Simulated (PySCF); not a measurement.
Polarisability and C₆ of Be²⁺ (beryllium, charge +2)

1s2, closed-shell 1S. Computed with PySCF 2.14 in aug-cc-pCVTZ-DK, with the spin-free X2C one-electron Hamiltonian (Gaussian nucleus). Coupled (time-dependent) response in atomic units; α is the mean over directions.

```json
{"method": "UHF", "mean α (bohr³)": "0.04806", "C₆ (like pair)": "0.009854", "S(−4)": "0.001738"}
{"method": "PBE", "mean α (bohr³)": "0.05175", "C₆ (like pair)": "0.01083", "S(−4)": "0.002106"}
{"method": "PBE0", "mean α (bohr³)": "0.05069", "C₆ (like pair)": "0.01055", "S(−4)": "0.001995"}
```

S(−4) is the Cauchy moment in α(ω) = α(0) + S(−4) ω² + …

α(iu) at UHF:

```
u (hartree)  α(iu) (bohr³)
          0        0.04806
     0.0500        0.04806
      0.100        0.04805
      0.200        0.04800
      0.300        0.04791
      0.500        0.04763
      0.750        0.04711
       1.00        0.04640
       1.50        0.04449
       2.00        0.04212
       3.00        0.03670
       5.00        0.02660
```

A single London oscillator, α(iu) = α/(1 + u²/ω²), gives C₆ = (3/4) ω α². Matching the computed C₆ needs ω = 4 × 0.009854 / (3 × 0.04806²) = 5.69 hartree.

For an ion, C₆ is the dispersion term alone; charge-induced terms of lower order in 1/R come first.
